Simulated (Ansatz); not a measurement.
CsI, triplet, at the geometry of the source list (a higher spin typed on purpose: for a closed-shell molecule this is an excited state) (core potentials on Cs, I). Base run: B3LYP/def2-SVP (Ansatz, an electronic-structure program).

Here is a job for Ansatz.
Ansatz 0.2 input:
```yaml
crystal:
  periodic: [false, false, false]
  atoms:
    - {symbol: Cs, position_ang: [-1.12140000, -0.79660000, -0.95550000]}
    - {symbol: I, position_ang: [1.12140000, 0.79660000, 0.95550000]}
basis:
  gaussian:
    orbitals: def2-SVP
hamiltonian:
  xc: b3lyp
magnetization: {spin_polarized: true, initial_magnetization: 2}
```

Variants of this job, named by their change:

```tsv
change	basis functions	E (Eh)	core-seconds (rough)
base	50	-317.90236	10
basis = def2-SV(P)	50	-317.90236	10
basis = def2-SVPD	?	?	20
basis = 3-21G	70	-14423.82495	10
basis = def2-TZVP	79	-317.91261	20
basis = def2-TZVPP	?	?	10
basis = def2-TZVPD	91	-317.91279	30
basis = def2-QZVP	130	-317.91452	30
basis = def2-QZVPP	144	-317.91468	40
```

Q: Fill in the missing entries.

A: 
- basis = def2-SVPD, basis functions: 62
- basis = def2-SVPD, E (Eh): -317.90322
- basis = def2-TZVPP, basis functions: 86
- basis = def2-TZVPP, E (Eh): -317.91287

Totals compare only among sets that treat the same electrons; sets with core potentials leave the core out.
